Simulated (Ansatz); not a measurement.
A run on `[Li][I]` with other settings.

```yaml
crystal:
  periodic: [false, false, false]
  atoms:
    - {symbol: Li, position_ang: [0.027291, 0.047691, 0.012931]}
    - {symbol: I, position_ang: [0.024995, 0.011340, 2.438275]}
basis:
  gaussian: {orbitals: def2-TZVPP, point_charges: [{charge: 2.00, position_ang: [4.900, -0.233, 0.139]}]}
total_charge: -1
magnetization: {spin_polarized: true, initial_magnetization: 1}
hamiltonian: {xc: {name: revPBE0}, dispersion: d4}
```

```sh
$ ansatz run in.yaml --threads 2 --pin off --events-out ev --progress --plain --max-ram 32768MiB --backend cpu
```

Shortened log:

```
Functional definition: revPBE0
  name "revPBE0"
  cite "Zhang & Yang, Phys. Rev. Lett. 80, 890 (1998) doi:10.1103/PhysRevLett.80.890"
  cite "Adamo & Barone, J. Chem. Phys. 110, 6158 (1999) doi:10.1063/1.478522"
  cite "Perdew, Burke & Ernzerhof, Phys. Rev. Lett. 77, 3865 (1996) doi:10.1103/PhysRevLett.77.3865"
  parameter a = 0.25
  parameter kappa = 1.245
  parameter beta = 0.06672455060314922
  exchange = (1 - a)*pbe_x(kappa = kappa, mu = beta*pi^2/3) + a*exact_x
  correlation = pbe_c(beta = beta)
563 factors; their error is unknown
mean field evaluation 1: about -8312.3103 eV, gradient 2.2e1 eV
mean field evaluation 2: about -8312.6752 eV, gradient 2.8e1 eV
mean field evaluation 4: about -8315.9550 eV, gradient 1.3e0 eV
mean field evaluation 8: about -8316.2494 eV, gradient 5.7e-2 eV
mean field -8316.24939800 eV, -305.6165284204 hartree, gradient 4.4e-5 eV, S^2 0.750491; 0 other end points of the search recorded, 0 dependent functions left out
reference -8316.24942984 eV, -305.6165295901 hartree; 15, 14 occupied and 54, 55 virtual orbitals, 563 factors
Total energy: -8316.29608325 eV, -305.6182440716 hartree
```

Hardware: 2 threads of an AMD EPYC 7R13 on a shared host. Wall time 0.86 s, peak host memory 0.16 GiB.
